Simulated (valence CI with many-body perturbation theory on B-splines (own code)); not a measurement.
I2+: electric-dipole lines

Level of theory: valence CI with perturbative core correlation (CI+MBPT): five valence electrons over a frozen Dirac-Fock core [Kr] 4d10, a basis of 11 s, 11 p, 10 d, 8 f, 5 g, 2 h functions for each j, with the one-electron correlation potential Σ1 (screened to all orders), the two-electron term Σ2, the three-electron term Σ3, Breit, model QED; selected single and double excitations, second order for the rest, scaled by the run's own slope (own B-spline code, finite nucleus).

No measured levels were compared; by estimate levels hold to about 250 cm⁻¹ or 0.2 % of their energy and the worst to 1 %, as in measured heavy ions of charge 2 to 7. Among the levels kept, up to 3000 cm⁻¹ of a level comes from second order outside the variational space, and about a tenth of that is noise between levels of different J, which matters for small intervals.

Lines 51 to 100 of 600 in falling wavelength, among levels below 188663 cm⁻¹, chosen from the strongest by gf and those to the six lowest levels. Wavelengths and rates use the calculated energies, so an error of 200 cm⁻¹ moves a line at 919.7 nm by 1.8 % and its rate by three times that or more. Electric multipoles are in the length gauge, E1 and E2 with the static RPA response of the core. Weak lines are less certain than strong ones. Lines between different terms over intervals too small for the method are left out, as are lines whose strength nearly cancels. Where a level lies close to another of its J and parity, the split of strength between their lines is uncertain. The highest levels of a list are the least certain.

Names give the largest LS component (configuration and term), which can be under half, so a name can repeat, a term be missing and a line seem to break the LS rules; names also repeat where a configuration has a term twice. Letters in brackets count levels of one name in rising energy.

```tsv
λ vac (nm)	Upper	Lower	A (s⁻¹)	log gf	Branch %
919.7	5s²5p²6d ⁴F_5/2 [b]	4f5s²5p² ⁴G°_7/2 [b]	8.46e+06	-0.19	0.6
917.2	5s²5p²6d ⁴F_9/2	4f5s²5p² ²G°_9/2 [a]	1.09e+06	-0.86	0.2
916.4	5s²5p²7p ⁴P°_1/2	5s²5p²7s ²P_1/2	2.22e+07	-0.25	22.3
909.5	5s²5p²6d ⁴F_9/2	4f5s²5p² ⁴G°_11/2	9.98e+06	0.09	2.1
897.5	5s²5p²6d ²F_5/2	4f5s²5p² ²G°_7/2	9.50e+06	-0.16	0.7
887.7	5s²5p²7p ²D°_3/2	5s²5p²7s ⁴P_3/2	4.58e+06	-0.66	1.0
873.2	5s²5p²7p ⁴P°_1/2	5s²5p²7s ⁴P_3/2	1.77e+07	-0.39	17.7
845.3	5s²5p²7s ⁴P_5/2	4f5s²5p² ⁴G°_7/2 [b]	1.43e+06	-1.04	0.1
734.0	5s²5p²6p ²P°_3/2 [b]	5s²5p²5d ²D_5/2 [b]	7.13e+06	-0.64	2.1
671.2	5s²5p²6p ²D°_5/2 [a]	5s²5p²5d ²D_3/2 [a]	2.03e+06	-1.09	0.6
670.8	5s²5p²6p ²F°_7/2	5s²5p²5d ²D_5/2 [a]	4.03e+06	-0.66	1.0
656.7	5s²5p²6p ²P°_3/2 [a]	5s²5p²5d ²F_5/2 [b]	1.11e+07	-0.54	3.4
638.0	5s²5p²6p ⁴D°_3/2 [b]	5s²5p²5d ⁴P_5/2	4.98e+06	-0.92	1.5
624.4	5s²5p²6p ²S°_1/2	5s²5p²6s ²P_3/2	7.21e+06	-1.07	2.3
615.9	5s²5p²6p ²D°_3/2 [a]	5s²5p²5d ⁴P_3/2	4.08e+06	-1.03	1.1
601.2	5s²5p²6p ²D°_5/2 [d]	5s²5p²5d ²D_3/2 [b]	6.75e+06	-0.66	1.9
593.6	5s²5p²6p ²P°_3/2 [a]	5s²5p²6s ²D_5/2	1.59e+07	-0.47	4.9
581.6	5s²5p²6p ²P°_3/2 [b]	5s²5p²5d ²P_3/2 [c]	2.17e+07	-0.36	6.3
561.6	5s²5p²6p ²D°_5/2 [b]	5s²5p²6s ²D_5/2	5.47e+06	-0.81	1.6
553.6	5s²5p²6p ²D°_3/2 [b]	5s²5p²5d ²F_5/2 [c]	1.36e+07	-0.60	3.9
546.9	5s²5p²6p ²D°_3/2 [a]	5s²5p²5d ⁴P_5/2	6.13e+06	-0.96	1.6
541.0	5s²5p²6p ⁴P°_3/2	5s²5p²5d ⁴P_1/2	1.53e+07	-0.57	3.9
538.9	5s²5p²6p ⁴D°_3/2 [b]	5s²5p²6s ²P_3/2	5.32e+06	-1.03	1.6
537.5	5s²5p²6p ²D°_5/2 [d]	5s²5p²5d ²F_5/2 [c]	1.53e+07	-0.40	4.2
533.4	5s²5p²6p ²D°_5/2 [d]	5s²5p²5d ²F_7/2 [b]	2.82e+07	-0.14	7.8
531.0	5s²5p²6p ²P°_1/2 [b]	5s²5p²5d ²D_3/2 [b]	1.86e+07	-0.80	4.7
528.0	5s²5p²6p ²D°_5/2 [a]	5s²5p²5d ⁴P_5/2	1.55e+07	-0.41	4.8
527.5	5s²5p²6p ²P°_1/2 [c]	5s²5p²5d ²S_1/2	1.28e+07	-0.97	3.8
523.9	5s²5p²6p ²F°_7/2	5s²5p²5d ²F_7/2 [b]	6.31e+06	-0.68	1.6
520.4	5s²5p²6p ²S°_1/2	5s²5p²6s ²P_1/2	2.29e+07	-0.73	7.3
512.7	5s²5p²6p ⁴P°_3/2	5s²5p²5d ⁴P_3/2	1.59e+07	-0.60	4.0
499.9	5s²5p²6p ²D°_5/2 [b]	5s²5p²5d ²D_3/2 [a]	6.68e+06	-0.82	1.9
498.1	5s²5p²6p ²D°_3/2 [b]	5s²5p²5d ²P_1/2 [b]	9.98e+06	-0.83	2.9
492.7	5s²5p²6p ²P°_3/2 [b]	5s²5p²5d ²D_5/2 [a]	3.21e+07	-0.33	9.3
488.5	5s²5p²6p ²P°_3/2 [c]	5s²5p²5d ²S_1/2	1.18e+07	-0.77	2.8
472.5	5s²5p²6p ²D°_3/2 [a]	5s²5p²6s ²P_3/2	1.26e+07	-0.77	3.3
469.9	5s²5p²7s ²P_1/2	5s²5p²6p ²P°_1/2 [a]	1.28e+07	-1.07	0.7
469.2	5s²5p²6p ²P°_1/2 [a]	5s²5p²5d ²D_3/2 [a]	1.02e+08	-0.17	34.5
466.8	5s²5p²6p ⁴D°_5/2	5s²5p²6s ⁴P_5/2	6.25e+06	-0.91	1.6
465.5	5s²5p²6p ²S°_1/2	5s²5p²6s ⁴P_3/2	3.90e+07	-0.60	12.4
460.8	5s²5p²6p ²P°_1/2 [c]	5s²5p²5d ²D_3/2 [c]	7.69e+07	-0.31	22.5
459.6	5s²5p²6p ⁴D°_3/2 [b]	5s²5p²6s ²P_1/2	2.71e+07	-0.46	8.3
459.4	5s²5p²6d ²D_3/2	5s²5p²6p ²P°_1/2 [b]	8.80e+06	-0.95	0.4
458.3	5s²5p²6p ²D°_5/2 [a]	5s²5p²6s ²P_3/2	3.02e+07	-0.24	9.4
457.4	5s²5p²6p ²D°_5/2 [c]	5s²5p²5d ²P_3/2 [b]	1.20e+07	-0.65	2.9
456.2	5s²5p²6p ⁴D°_1/2	5s²5p²6s ⁴P_1/2	8.37e+07	-0.28	26.7
454.6	5s²5p²6p ²D°_5/2 [b]	5s²5p²5d ⁴P_3/2	1.19e+07	-0.65	3.4
453.6	5s²5p²6p ²D°_3/2 [b]	5s²5p²5d ²P_3/2 [b]	1.05e+07	-0.89	3.0
447.1	5s²5p²6p ²P°_3/2 [b]	5s²5p²5d ²D_3/2 [b]	2.32e+07	-0.55	6.8
438.2	5s²5p²6p ²P°_1/2 [b]	5s²5p²5d ²P_1/2 [b]	2.29e+07	-0.88	5.8
```

**Question.** How does gf follow from A for the line at 469.2 nm?

**Answer.** gf = 1.4992 × (2J+1)_upper × A / σ², with σ = 21315 cm⁻¹ and 2J+1 = 2: gf = 0.670.
